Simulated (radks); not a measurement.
Values are calculated unless marked as measured or tabulated.
Question: Species: the zinc ion Zn+. Configuration: [Ar] 3d10 4s1. Code: a radial shooting solver on a logarithmic mesh with Libxc functionals. Model: Dirac Kohn-Sham, PBE, spin-unpolarised, spherical densities, finite nucleus; Fermi nuclear charge, rms radius 3.9283 fm.

Spin-orbit splittings of the eigenvalues, e(l+1/2) - e(l-1/2), with zeta = 2 splitting/(2l+1) and mean radii in bohr:

| shell | occ. | splitting (eV) | zeta (eV) | <r> j=l-1/2 | <r> j=l+1/2 |
|---|---|---|---|---|---|
| 2p | 6 | ? | ? | 0.1959 | 0.1993 |
| 3p | 6 | 3.059 | 2.040 | 0.7064 | 0.7172 |
| 3d | 10 | 0.3591 | 0.1437 | 0.8924 | 0.9000 |
| 4p | 0 | 0.1229 | 0.08195 | 3.128 | 3.168 |

Estimate the 2p splitting.

Answer: 23.87 eV (zeta = 15.92 eV).
